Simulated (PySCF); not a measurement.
Computed shifts of a molecule C3HBrClF, PySCF with PBE/pcSseg-1, GIAO, gas phase, equivalent atoms averaged, in ppm (number of nuclei): ¹⁹F: -135.5 (1). ¹³C: 203.5 (1), 139.1 (1), 127.4 (1). ¹H: 7.65 (1). References: ¹⁹F against CFCl3 (σ = 133.6 ppm); ¹³C against TMS (σ = 182.0 ppm); ³⁵Cl against HCl (σ = 936.5 ppm); ¹H against TMS (σ = 31.49 ppm), references at their B3LYP-D3(BJ)/def2-TZVP geometries, non-relativistic (without spin–orbit terms, shifts of atoms bonded to Cl or Br come out too high). Coordinates come from a B3LYP-D3(BJ)/def2-SVP optimisation. The values are those of a single conformer.

### Question
Which molecule gave these data?
A. FC(Cl)=C=CBr
B. FC(Br)=C=CCl
C. FC=C=C(Cl)Br

### Answer
C, FC=C=C(Cl)Br
